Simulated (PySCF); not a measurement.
Species: C7H15 (doublet state).
Cartesian coordinates in Å at the GFN2-xTB level; atoms count from 1:
```
atom  x, y, z in Å
C1     0.3744    1.3493    0.7507
C2     0.3347    0.3064   -0.2862
C3     1.3639   -0.7963    0.0016
C4     2.7879   -0.2749   -0.1502
C5    -1.0944   -0.3037   -0.4676
C6    -2.0478    0.7426   -1.0382
C7    -1.6485   -0.8672    0.8368
H8     0.1259    2.3673    0.5236
H9     0.5985    1.0962    1.7689
H10    0.5804    0.7591   -1.2562
H11    1.2259   -1.1667    1.0181
H12    1.2092   -1.6311   -0.6859
H13    2.9541    0.5653    0.5206
H14    2.9646    0.0627   -1.1695
H15    3.5091   -1.0550    0.0836
H16   -1.0048   -1.1204   -1.1934
H17   -2.1740    1.5646   -0.3379
H18   -1.6675    1.1420   -1.9761
H19   -3.0237    0.2997   -1.2267
H20   -2.6343   -1.2962    0.6687
H21   -1.7394   -0.0772    1.5784
H22   -1.0046   -1.6471    1.2345
```

The hyperfine couplings belong to this conformer and change with its torsions.

The species is `[CH2][C@@H](CC)C(C)C` [radical].

Computed with PySCF 2.14.0, UKS B3LYP, pcH-1 on C H, non-relativistic, mean-field spin-orbit, GIAO. Geometry: GFN2-xTB, one conformer, isolated molecule. Couplings are sensitive to structure, and on GFN2-xTB geometries they can be far from those on DFT ones. The SCF solution wasn't tested for stability.

Principal values of hyperfine tensors in MHz (contact and dipolar terms together), for some of the nuclei:

```json
{"atom": "C1", "isotope": "13C", "A1": "8.23", "A2": "8.95", "A3": "249.61"}
{"atom": "C5", "isotope": "13C", "A1": "63.76", "A2": "64.42", "A3": "83.80"}
{"atom": "H8", "isotope": "1H", "A1": "-102.39", "A2": "-63.05", "A3": "-24.12"}
{"atom": "H9", "isotope": "1H", "A1": "-101.90", "A2": "-62.67", "A3": "-23.61"}
{"atom": "C2", "isotope": "13C", "A1": "-34.56", "A2": "-32.61", "A3": "-30.41"}
{"atom": "C3", "isotope": "13C", "A1": "12.56", "A2": "13.04", "A3": "18.78"}
{"atom": "H16", "isotope": "1H", "A1": "-1.22", "A2": "1.01", "A3": "8.82"}
{"atom": "C7", "isotope": "13C", "A1": "0.75", "A2": "2.38", "A3": "3.66"}
```

Q: Give the isotropic coupling of each nucleus in MHz and in mT (g = 2.0027), and the anisotropic part.

A: a_iso is a third of the trace, T = A − a_iso, and a(mT) = a(MHz)/(g × 13.996).

```csv
atom,a_iso (MHz),a_iso (mT),T1,T2,T3
C1,88.93,3.173,-80.70,-79.98,160.68
C5,70.66,2.521,-6.90,-6.24,13.14
H8,-63.18,-2.254,-39.20,0.14,39.07
H9,-62.72,-2.238,-39.17,0.06,39.12
C2,-32.53,-1.160,-2.03,-0.08,2.12
C3,14.79,0.528,-2.23,-1.75,3.99
H16,2.87,0.102,-4.09,-1.86,5.95
C7,2.27,0.081,-1.51,0.12,1.39
```

Q: What spin density at the nucleus of C2 lies behind its contact coupling (g_N = 1.40482)?

A: a_FC = 800.24 MHz bohr³ × g_N × ρ(0)/(2S). With a_FC = -32.53 MHz and 2S = 1, ρ(0) = -0.02893 bohr⁻³.

Q: H10 (1H, g_N = 5.58569) isn't in the table. Its spin density at the nucleus is 0.008934 bohr⁻³. What is its contact coupling?

A: By the same relation, a_FC = 39.9 MHz. Its full tensor has the principal values 34.90, 35.52, 49.39 MHz.

Q: Name the largest traceless tensor T of the table and describe it.

A: C1: -80.7, -80.0, 160.7 MHz, axial, in the ratio −1:−1:+2, the form that spin in one p orbital centred on that nucleus gives.

Q: What first-order splitting does C5 cause when the field lies along A1, A2 or A3 of its tensor (g taken as isotropic, no quadrupole term)?

A: 2 lines (I = 1/2), spaced by |A_i|/(g × 13.996): 2.27, 2.30, 2.99 mT along the axes of A1, A2 and A3.
